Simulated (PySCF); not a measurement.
Compound: C2H5BNS (charge -1).
Bonds: S1–C2 (double), C2–C3, C3–B4, B4–N5, C2–N5. Hydrogens: H6, H7 on C3; H8, H9 on B4; H10 on N5.

Level of theory: PySCF, PBE0-D3(BJ)/def2-SVP geometry optimisation, gas phase.

(1) Give the optimised bond lengths and angles.

## Answers

(1) 
| bond | length (bohr) | order |
| --- | --- | --- |
| S1=C2 | 3.170 | double |
| C2–C3 | 2.870 | single |
| C3–B4 | 3.148 | single |
| B4–N5 | 2.989 | single |
| C2–N5 | 2.503 | single |
| C3–H6, C3–H7 | 2.084 | single |
| B4–H8, B4–H9 | 2.347 | single |
| N5–H10 | 1.919 | single |

Bonds in one row agree within 0.02 bohr and their mean is given. Orders are formal, as drawn. A selection of angles:
| angle | degrees |
| --- | --- |
| S1–C2–C3 | 133.4 |
| S1–C2–N5 | 129.8 |
| C3–C2–N5 | 96.9 |
| C2–C3–B4 | 85.4 |
| C2–C3–H6 | 111.7 |
| B4–C3–H6 | 119.1 |
| H6–C3–H7 | 107.9 |
| C3–B4–N5 | 82.0 |
| C3–B4–H8 | 116.7 |
| N5–B4–H8 | 113.7 |
| H8–B4–H9 | 111.2 |
| B4–N5–H10 | 142.1 |
| C2–N5–B4 | 95.7 |
| C2–N5–H10 | 122.1 |

Dihedral angles: S1–C2–C3–B4 180° (antiperiplanar); C2–C3–B4–N5 0° (synperiplanar); C3–B4–N5–C2 0° (synperiplanar); S1–C2–N5–B4 180° (antiperiplanar).

The 5 heavy atoms lie in one plane (0.000 Å rms). C2 (thiocarbonyl carbon) is planar (angles 133.4°, 129.8° and 96.9°, sum 360.0°, 0.00 Å off the plane of its three neighbours). B4 (four-coordinate boron) has angles from 82.0° to 116.8°. N5 (nitrogen bound to a thiocarbonyl carbon) is planar (angles 142.1°, 122.1° and 95.7°, sum 360.0°, 0.00 Å off the plane of its three neighbours). The 4-membered ring C2–C3–B4–N5 has internal angles of 82.0° to 96.9°; it is planar, 0.00 Å rms from its mean plane, widest ring torsion 0°.

Point group: Cs (every atom within 0.08 Å of its image). Not checked by PBE0-D3(BJ)/def2-SVP frequencies. The geometry's basis has no diffuse functions, a weakness for an anion.

Hardware: one thread, AMD EPYC 9R45 (x86_64), on a shared host. Cost: 5.9 s, 0.52 GiB resident at most. That covers the optimisation of the geometry.
